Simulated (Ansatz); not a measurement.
CH4AlFS, SMILES `C[S][AlH][F]`. The species carries charge 0 and has multiplicity 1.

| atom | x (Å) | y (Å) | z (Å) |
| --- | --- | --- | --- |
| C1 | -0.306 | -0.023 | -1.339 |
| S2 | -1.229 | -0.445 | 0.177 |
| Al3 | 0.287 | -0.003 | 1.647 |
| F4 | -0.077 | -0.230 | 3.237 |
| H5 | 0.708 | 0.317 | -1.122 |
| H6 | -0.254 | -0.907 | -1.972 |
| H7 | -0.839 | 0.768 | -1.863 |
| H8 | 1.711 | 0.525 | 1.236 |

Question: List the harmonic frequencies (cm⁻¹, unscaled) at PBE0-D4/def2-TZVP in Ansatz. (An estimate is asked.)

Answer: Ansatz gave: 83, 119, 142, 226, 471, 516, 652, 722, 852, 976, 985, 1355, 1468, 1479, 1971, 3064, 3152, 3166.

Question: Is this a minimum?

Answer: Yes, all 18 modes are real.

Question: Give the ideal-gas thermochemistry at 298.15 K and 1 bar (rigid rotor, harmonic oscillator; point group Cs, symmetry number 1).

Answer: Zero-point energy 128.0 kJ/mol; H(298) − E = 147.1 kJ/mol; entropy 333.6 J/(mol·K), of which translation 165.5, rotation 109.3, vibration 58.8; G(298) − E = 47.6 kJ/mol. Modes under 100 cm⁻¹ are hindered rotations or soft bends, so the harmonic entropy is rough.
